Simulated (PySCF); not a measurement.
All values below come from PySCF with B3LYP-D3(BJ)/def2-TZVP. Isolated molecules, 0 K electronic values unless said otherwise. One relaxed conformer stands for a flexible species; it need not be the lowest. B3LYP has the VWN-RPA correlation part, as in Gaussian. Excitations are Tamm–Dancoff values on a coarser integration grid. The basis has no diffuse functions, so Rydberg states are missing or too high.

Reference species (SMILES): `S=CS` (S–C–S–H torsion 180°) (neutral, multiplicity 1).

HOMO: -6.48 eV
HOMO–LUMO gap: 4.02 eV
S1 excitation (TDA): 2.63 eV

Changed species: `OS` (H–O–S–H torsion 91°) (X = hydroxy; the reference has X = thioformyl).

Task: What does the change do to the HOMO, HOMO–LUMO gap and S1 excitation (TDA)?

Result: the HOMO decreases by 0.38 eV, to -6.86 eV; the HOMO–LUMO gap increases by 1.78 eV, to 5.80 eV; the S1 excitation (TDA) rises by 1.79 eV, to 4.42 eV.
